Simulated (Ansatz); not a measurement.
Ansatz (a quantum-chemistry and plane-wave program) input:

Ansatz 0.2 input:
```yaml
crystal:
  periodic: [false, false, false]
  atoms:
    - {symbol: Si, position_ang: [-0.33981029, 1.25601738, 1.15545332]}
    - {symbol: H, position_ang: [0.16992730, 2.45454961, 0.47877759]}
    - {symbol: Si, position_ang: [0.01521240, -0.47108716, -0.15225909]}
    - {symbol: H, position_ang: [0.81639805, -0.55262510, -1.41812414]}
    - {symbol: H, position_ang: [-1.26542306, -1.11393963, -0.61906345]}
    - {symbol: H, position_ang: [0.62802870, -1.59727842, 0.63300972]}
basis:
  gaussian:
    orbitals: def2-TZVP
hamiltonian:
  xc: b3lyp
  dispersion: d3bj
total_charge: -1
magnetization: {spin_polarized: true, initial_magnetization: 1}
relax: {f_tol: 0.002, max_steps: 150}
```

Q: Which total energy does the run end on?

A: -581.43511 Eh (B3LYP-D3(BJ)/def2-TZVP). The basis has 98 functions.
